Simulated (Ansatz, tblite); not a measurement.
Isomers of Ge$_{5}$H$_{7}$⁺ (singlet), found by a short tight-binding search and relaxed with r2SCAN-D4/def2-SVP in Ansatz.

The xTB rows come from tblite. Correlated methods freeze 45 core orbitals; core or outer-core shells of Ge are correlated, in sets that lack core-valence functions.

Run but left out: HF/def2-TZVP (B: restricted singlet, unstable towards broken spin symmetry); HF/def2-TZVP (C: restricted singlet, unstable towards broken spin symmetry).

B: The restricted singlet is unstable towards broken spin symmetry in Hartree–Fock (as tested in another run); at PBE-D4/def2-TZVP, r2SCAN-D4/def2-TZVP, B97M-V/def2-TZVP, r2SCANh-D4/def2-TZVP and others this wasn't settled. At MP2/def2-TZVP the restricted singlet (for correlated methods, its reference) is unstable: a solution with broken spin symmetry lies lower. C: The restricted singlet is unstable towards broken spin symmetry in Hartree–Fock (as tested in another run); at PBE-D4/def2-TZVP, r2SCAN-D4/def2-TZVP, B97M-V/def2-TZVP, r2SCANh-D4/def2-TZVP and others this wasn't settled. At MP2/def2-TZVP the restricted singlet (for correlated methods, its reference) is unstable: a solution with broken spin symmetry lies lower.

Other spin states weren't relaxed.

A:

```xyz
12

Ge    1.7786    0.0637    0.4212
Ge   -0.7588   -1.2682    2.3582
Ge    0.3529    1.8250   -0.3235
Ge   -0.5625   -0.9499   -0.0845
Ge   -1.4857    0.8793   -1.5333
H    -0.0730   -2.6858    2.1307
H    -2.8118    1.5393   -1.1692
H     2.2361    0.2558    1.8710
H     0.1368   -1.7445   -1.2198
H    -0.2944    2.2544    1.0256
H    -1.2976    0.4730   -2.9909
H     2.7794   -0.6421   -0.4855
```

B:

```xyz
12

Ge    0.3425   -1.5611    1.4384
Ge    0.4251    0.7454    2.1223
Ge    0.2630   -1.4509   -0.9977
Ge   -0.2049    0.7599   -2.5887
Ge   -0.8382    0.8955   -0.0990
H    -0.4823    1.1186    3.2946
H    -1.3949    1.7957   -2.4329
H    -1.1979   -1.6612    1.7261
H     1.6502   -1.3667   -1.6383
H     0.4826    1.5193   -1.1358
H    -0.6642   -2.4840   -1.6384
H     1.6191    1.6895    1.9494
```

C:

Cartesian coordinates in Å:
```
Ge 0.703 -1.634 0.782
Ge -0.002 0.436 -1.101
Ge -1.546 -1.144 0.077
Ge 1.709 0.551 0.719
Ge -1.211 2.577 -0.869
H 0.557 -0.163 -2.395
H -2.269 -2.174 -0.786
H -1.335 2.285 0.690
H 1.363 -2.485 -0.331
H 1.270 1.507 1.823
H 3.170 0.654 0.290
H -2.408 -0.409 1.099
```

**Question.** Estimate which lies lowest at each level, and how far above it the others are (kcal/mol).

**Answer.** 
```json
{"level": "GFN1-xTB", "A": "2.4", "B": "2.1", "C": "0.0"}
{"level": "GFN2-xTB", "A": "4.0", "B": "0.0", "C": "5.0"}
{"level": "PBE-D4/def2-TZVP", "A": "7.0", "B": "11.7", "C": "0.0"}
{"level": "r2SCAN-D4/def2-TZVP", "A": "7.8", "B": "15.8", "C": "0.0"}
{"level": "B97M-V/def2-TZVP", "A": "8.1", "B": "17.6", "C": "0.0"}
{"level": "r2SCANh-D4/def2-TZVP", "A": "7.9", "B": "17.1", "C": "0.0"}
{"level": "PBE0-D4/def2-TZVP", "A": "7.6", "B": "16.8", "C": "0.0"}
{"level": "MP2/def2-TZVP", "A": "8.0", "B": "18.7", "C": "0.0"}
```
Point groups (tolerance 0.1 Å): A not assigned, B not assigned, C not assigned. A and C have the same bonds, so they are conformers or stereoisomers. Lower isomers may exist.
